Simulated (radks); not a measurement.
Radial electron density D(r) = 4 pi r^2 rho(r) of an atom or ion with 24 electrons. All-electron calculation, Dirac Kohn-Sham, BLYP, spin-unpolarised, spherical densities, finite nucleus; Fermi nuclear charge, rms radius of each element as measured or else 0.836 A^(1/3) + 0.57 fm. Program: a radial shooting solver on a logarithmic mesh with Libxc functionals.

```
   r/bohr * D(r) (the largest magnitude, 51.5, reaches the edge; | marks zero)
 0.002842 |  *
 0.003179 |   *
 0.003556 |    *
 0.003977 |     *
 0.004449 |      *
 0.005016 |       *
  0.00561 |         *
 0.006275 |          *
 0.007019 |            *
 0.007851 |               *
 0.008781 |                 *
 0.009822 |                    *
  0.01107 |                       *
  0.01239 |                           *
  0.01385 |                              *
   0.0155 |                                 *
  0.01733 |                                     *
  0.01939 |                                        *
  0.02169 |                                          *
  0.02445 |                                            *
  0.02735 |                                             *
  0.03059 |                                              *
  0.03421 |                                             *
  0.03827 |                                            *
   0.0428 |                                          *
  0.04788 |                                        *
  0.05398 |                                      *
  0.06038 |                                     *
  0.06753 |                                      *
  0.07554 |                                       *
  0.08449 |                                          *
   0.0945 |                                              *
   0.1057 |                                                  *
   0.1192 |                                                     *
   0.1333 |                                                      *
   0.1491 |                                                     *
   0.1668 |                                                 *
   0.1865 |                                           *
   0.2086 |                                     *
   0.2334 |                               *
   0.2631 |                           *
   0.2943 |                          *
   0.3292 |                           *
   0.3682 |                              *
   0.4118 |                                *
   0.4606 |                                *
   0.5152 |                             *
   0.5809 |                        *
   0.6498 |                   *
   0.7268 |             *
   0.8129 |        *
   0.9093 |    *
    1.017 | *
    1.138 |*
    1.283 *
    1.435 *
    1.605 *
    1.795 *
```

What is the nuclear charge?

Answer. Z = 35. The innermost maximum, from 1s, lies near gamma/Z bohr with gamma = sqrt(1 - (Z/c)^2) = 0.967, here 0.0276 bohr (found: 0.0301), and its height grows with Z. The density is that of the bromine ion Br11+ in [Ar] 3d6; the configuration itself is not fixed sharply by these data, and Z only to about a unit. D(r) has 3 maxima, at r = 0.0301, 0.132, 0.439 bohr, and minima at 0.0623, 0.290 bohr, inside which lie 2.09, 10.95 electrons.
